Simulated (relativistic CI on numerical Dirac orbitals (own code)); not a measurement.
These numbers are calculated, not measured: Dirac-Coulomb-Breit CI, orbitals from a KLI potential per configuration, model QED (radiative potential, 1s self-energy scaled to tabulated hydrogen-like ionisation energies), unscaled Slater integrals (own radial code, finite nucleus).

Configuration list (outside the closed core [Ne]): 3s, 3p, 3d, 4s, 4p, 4d, 4f, 5s, 5p, 5d, 5f, 5g, 6s, 6p, 6d, 7s, 7p. Levels of other configurations are missing.

At this charge energies of transitions that change n are usually good to better than 1 %, and those within a shell (Δn = 0) to a few per cent.

Outline of the computed level scheme of Ba XLVI. Lowest level of each configuration: 3s 2S_1/2 at 0.00 eV; 3p 2P°_1/2 at 105.52 eV; 3d 2D_3/2 at 339.95 eV; 4s 2S_1/2 at 1659.00 eV; 4p 2P°_1/2 at 1702.63 eV; 4d 2D_3/2 at 1794.28 eV; 4f 2F°_5/2 at 1830.82 eV; 5s 2S_1/2 at 2396.39 eV; 5p 2P°_1/2 at 2418.34 eV.

Some strong electric-dipole decays among the lowest 15 levels: 4f 2F°_7/2 → 3d 2D_5/2 (6.5e+13 s⁻¹); 4f 2F°_5/2 → 3d 2D_3/2 (6.2e+13 s⁻¹); 4d 2D_5/2 → 3p 2P°_3/2 (3.2e+13 s⁻¹); 4d 2D_3/2 → 3p 2P°_1/2 (2.5e+13 s⁻¹); 4p 2P°_1/2 → 3s 2S_1/2 (1.5e+13 s⁻¹); 4p 2P°_3/2 → 3s 2S_1/2 (1.2e+13 s⁻¹); 4s 2S_1/2 → 3p 2P°_3/2 (1.1e+13 s⁻¹); 5p 2P°_1/2 → 3s 2S_1/2 (8.4e+12 s⁻¹).
